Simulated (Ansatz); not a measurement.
A search over several starts for the lowest SCF solution of the cluster Hg2O3⁻ at the given spin, in a small basis.

```yaml
crystal:
  periodic: [false, false, false]
  atoms:
    - {symbol: Hg, position_ang: [-1.675267, 0.444485, 0.006992]}
    - {symbol: Hg, position_ang: [1.649963, -0.448186, 0.284380]}
    - {symbol: O, position_ang: [-0.097037, -0.014376, 1.116756]}
    - {symbol: O, position_ang: [-3.255276, 0.899300, -0.980748]}
    - {symbol: O, position_ang: [3.377607, -0.881214, -0.427371]}
basis:
  gaussian: {orbitals: def2-SVP, initial_orbitals: start.molden}
total_charge: -1
magnetization: {spin_polarized: true, initial_magnetization: 1}
hamiltonian: {xc: pbe, dispersion: d4}
output: {orbitals: {seedname: orbitals}}
```

The file start.molden holds the orbitals of an earlier run on this structure, at another level or in another basis.

```sh
$ ansatz run in.yaml --threads 4 --pin off --events-out ev --progress --plain --max-ram 4787MiB
```

Output, abridged:

```
Functional definition: PBE
1055 factors; their error is unknown
mean field evaluation 1: about -14454.6185 eV, gradient 1.5e2 eV
mean field evaluation 2: about -14468.4763 eV, gradient 2.0e1 eV
mean field evaluation 4: about -14479.6822 eV, gradient 1.8e1 eV
mean field evaluation 8: about -14482.2430 eV, gradient 1.5e0 eV
mean field evaluation 16: about -14482.4603 eV, gradient 1.4e-3 eV
mean field evaluation 32: about -14480.4868 eV, gradient 1.9e1 eV
mean field evaluation 64: about -14482.0910 eV, gradient 1.9e-1 eV
mean field -14482.46029181 eV, -532.2205991598 hartree, gradient 9.7e-6 eV, S^2 0.759292; 9 other end points of the search recorded, 0 dependent functions left out
reference -14482.46033045 eV, -532.2206005800 hartree; 33, 32 occupied and 73, 74 virtual orbitals, 1055 factors
Total energy: -14482.60119145 eV, -532.2257771260 hartree
```

Run time 9 s (4 threads of Arm Neoverse V1 on a shared host).

In the def2 sets Hg takes a core potential; there is no spin–orbit coupling. Another isomer (doublet) lies 0.55 eV lower at PBE0-D4/def2-TZVPD; other spin states weren't run for this one.
